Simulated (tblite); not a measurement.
A geometry optimisation, step by step.

C₄H₈ClFSi₂.
SMILES with atom numbers: `[CH2:1]=[C:2]([F:3])[C@@H:4]1[SiH2:5][CH2:6][Si@@H:7]1[Cl:8]` (hydrogens: H9, H10 on C1; H11 on C4; H12, H13 on Si5; H14, H15 on C6; H16 on Si7)

Computed with GFN2-xTB (tblite), gas phase: L-BFGS steps from a force-field or distance-geometry start until the largest atomic force falls under 0.01 eV/Å. 5 of its 82 geometries are shown.

Step 0: E = -689.9970 eV, largest atomic force 3.144 eV/Å
```
atom  x, y, z in Å  |  force x, y, z in eV/Å
C1      2.541    0.976    0.380   -0.884   0.241  -0.430
C2      1.272    0.817   -0.058    2.597  -0.976   1.479
F3      0.708    1.817   -0.732   -0.646   0.038  -0.285
C4      0.545   -0.429    0.219   -0.540  -0.894  -0.204
Si5    -0.557   -1.060   -1.221    0.182  -0.039  -1.610
C6     -1.991   -0.024   -0.522   -0.177  -0.163  -0.098
Si7    -1.117   -0.253    1.138   -0.620   0.629   1.433
Cl8    -1.238    1.390    2.342    0.048  -0.284  -0.072
H9      3.067    0.213    0.943   -0.287   0.286  -0.259
H10     3.051    1.905    0.177    0.068  -0.149   0.067
H11     1.157   -1.250    0.628    0.209   0.863  -0.152
H12    -0.108   -0.637   -2.574   -0.082  -0.233   0.400
H13    -0.823   -2.516   -1.131    0.137   0.408   0.003
H14    -2.970   -0.479   -0.609   -0.153   0.260  -0.098
H15    -2.006    1.015   -0.882   -0.105  -0.491   0.141
H16    -1.537   -1.476    1.891    0.253   0.503  -0.314
```

Step 20: E = -690.3811 eV, largest atomic force 0.162 eV/Å
```
atom  x, y, z in Å  |  force x, y, z in eV/Å
C1      2.553    0.967    0.386   -0.097  -0.008  -0.033
C2      1.314    0.700    0.005    0.042  -0.063   0.013
F3      0.640    1.657   -0.704    0.026   0.001   0.008
C4      0.500   -0.503    0.229    0.010  -0.002   0.077
Si5    -0.541   -1.012   -1.328   -0.029   0.072   0.072
C6     -2.006   -0.064   -0.519   -0.037  -0.041   0.014
Si7    -1.151   -0.148    1.194    0.030  -0.049  -0.152
Cl8    -1.206    1.452    2.410    0.020   0.041  -0.042
H9      3.127    0.250    0.944   -0.031   0.059  -0.035
H10     3.009    1.913    0.147    0.024  -0.068   0.029
H11     1.127   -1.277    0.667    0.011   0.042  -0.020
H12    -0.056   -0.579   -2.634    0.004   0.051   0.042
H13    -0.734   -2.465   -1.287   -0.011   0.046  -0.032
H14    -2.993   -0.510   -0.605    0.042   0.011   0.014
H15    -2.086    0.958   -0.896    0.025  -0.134   0.059
H16    -1.505   -1.331    1.980   -0.028   0.043  -0.016
```

Step 40: E = -690.4098 eV, largest atomic force 0.060 eV/Å
```
atom  x, y, z in Å  |  force x, y, z in eV/Å
C1      2.551    0.925    0.393    0.024   0.012   0.001
C2      1.309    0.665    0.024    0.037   0.008  -0.012
F3      0.643    1.616   -0.702    0.034   0.011   0.011
C4      0.487   -0.529    0.254    0.029   0.023   0.006
Si5    -0.526   -0.959   -1.340   -0.013  -0.007  -0.007
C6     -2.038   -0.134   -0.490    0.010  -0.039  -0.044
Si7    -1.155   -0.135    1.203    0.024  -0.007  -0.007
Cl8    -1.127    1.594    2.228   -0.026   0.017   0.031
H9      3.119    0.218    0.968   -0.020  -0.006  -0.016
H10     3.026    1.852    0.129    0.006   0.004   0.024
H11     1.112   -1.305    0.686   -0.015  -0.023  -0.003
H12    -0.012   -0.357   -2.564   -0.033   0.010   0.003
H13    -0.661   -2.411   -1.472   -0.017   0.008   0.004
H14    -2.980   -0.670   -0.551   -0.014   0.015  -0.003
H15    -2.216    0.874   -0.860   -0.024  -0.044  -0.013
H16    -1.537   -1.234    2.083   -0.003   0.016   0.025
```

Step 61: E = -690.4311 eV, largest atomic force 0.031 eV/Å
```
atom  x, y, z in Å  |  force x, y, z in eV/Å
C1      2.648    0.799    0.480   -0.006  -0.005  -0.026
C2      1.407    0.684    0.039   -0.025  -0.004  -0.005
F3      0.871    1.730   -0.656    0.008  -0.006   0.002
C4      0.468   -0.435    0.194   -0.017  -0.011  -0.007
Si5    -0.558   -0.855   -1.401    0.012  -0.007  -0.014
C6     -2.139   -0.324   -0.445    0.004  -0.001  -0.001
Si7    -1.160   -0.025    1.170    0.010   0.020   0.022
Cl8    -1.240    1.841    1.915   -0.014  -0.006   0.000
H9      3.115    0.001    1.025   -0.008   0.005   0.014
H10     3.222    1.689    0.303    0.018   0.008  -0.006
H11     1.016   -1.274    0.617   -0.015  -0.019  -0.009
H12    -0.216   -0.054   -2.571   -0.006   0.009   0.019
H13    -0.507   -2.286   -1.708    0.006   0.019   0.021
H14    -2.917   -1.078   -0.376    0.017  -0.010  -0.013
H15    -2.610    0.569   -0.850    0.016   0.000   0.014
H16    -1.407   -0.972    2.254   -0.001   0.007  -0.010
```

Step 81: E = -690.4329 eV, largest atomic force 0.009 eV/Å
```
atom  x, y, z in Å  |  force x, y, z in eV/Å
C1      2.674    0.746    0.497   -0.001   0.005   0.008
C2      1.434    0.677    0.044    0.001   0.002   0.002
F3      0.946    1.742   -0.656   -0.002   0.004  -0.005
C4      0.456   -0.410    0.184   -0.002   0.001   0.004
Si5    -0.567   -0.802   -1.418   -0.003   0.001  -0.001
C6     -2.157   -0.391   -0.422    0.006  -0.003   0.001
Si7    -1.167    0.013    1.163   -0.001   0.003  -0.004
Cl8    -1.300    1.921    1.784   -0.004   0.002   0.005
H9      3.103   -0.065    1.055    0.000  -0.004  -0.003
H10     3.284    1.614    0.327    0.006  -0.002  -0.006
H11     0.972   -1.274    0.600   -0.002  -0.001   0.002
H12    -0.289    0.086   -2.540    0.003  -0.002   0.002
H13    -0.438   -2.209   -1.798   -0.003  -0.003  -0.006
H14    -2.853   -1.218   -0.320   -0.002  -0.006  -0.001
H15    -2.727    0.444   -0.822    0.002   0.004   0.003
H16    -1.377   -0.866    2.310    0.000   0.000   0.000
```

Problem. Summarise the path.

Solution. The energy falls by 42.06 kJ/mol from step 0 to step 81; nine tenths of that is first reached at step 23. It falls at every step. The largest force goes from 3.144 to 0.009 eV/Å. Among the bonds Si7–H16 changes most, from 1.497 to 1.461 Å; the atoms move by 0.546 Å rms after alignment.

Problem. Follow the three bonds and two angles with the largest change from start to end.

Solution. 
```csv
step,E above end (kJ/mol),largest force (eV/Å),Si7–H16 (Å),C4–Si7 (Å),C2–F3 (Å),C1–C2–C4 (°),F3–C2–C4 (°)
0,42.06,3.144,1.497,1.908,1.332,120.2,121.5
4,12.34,0.382,1.459,1.943,1.360,127.3,115.6
7,8.97,0.245,1.465,1.938,1.363,128.0,113.7
11,7.31,0.192,1.458,1.945,1.367,127.5,113.4
14,6.05,0.127,1.457,1.938,1.367,129.0,112.9
18,5.35,0.093,1.463,1.939,1.367,129.8,112.1
21,4.68,0.206,1.463,1.949,1.369,129.8,112.5
25,3.53,0.119,1.461,1.939,1.369,130.4,112.7
28,3.03,0.082,1.458,1.938,1.368,130.6,112.0
32,2.76,0.082,1.461,1.944,1.370,130.6,111.8
35,2.60,0.057,1.461,1.938,1.369,130.4,111.8
39,2.30,0.070,1.459,1.935,1.369,130.0,112.1
42,2.14,0.065,1.460,1.937,1.369,130.0,112.0
46,1.70,0.097,1.460,1.936,1.367,129.6,112.6
49,1.22,0.148,1.459,1.940,1.367,129.3,112.8
53,0.79,0.063,1.462,1.941,1.366,129.2,112.5
56,0.56,0.068,1.461,1.939,1.366,129.4,112.5
60,0.22,0.083,1.460,1.942,1.365,129.1,112.7
63,0.15,0.025,1.461,1.942,1.365,129.1,112.9
67,0.09,0.024,1.460,1.942,1.365,129.2,112.8
70,0.06,0.025,1.461,1.942,1.365,129.2,112.6
74,0.02,0.018,1.460,1.942,1.365,129.1,112.8
77,0.01,0.012,1.460,1.941,1.365,129.2,112.8
81,0.00,0.009,1.461,1.942,1.365,129.1,112.9
```

What follows is the cost of the whole relaxation. On Arm Neoverse V2, one thread, no GPU, on a shared host, this took 0.68 s wall.
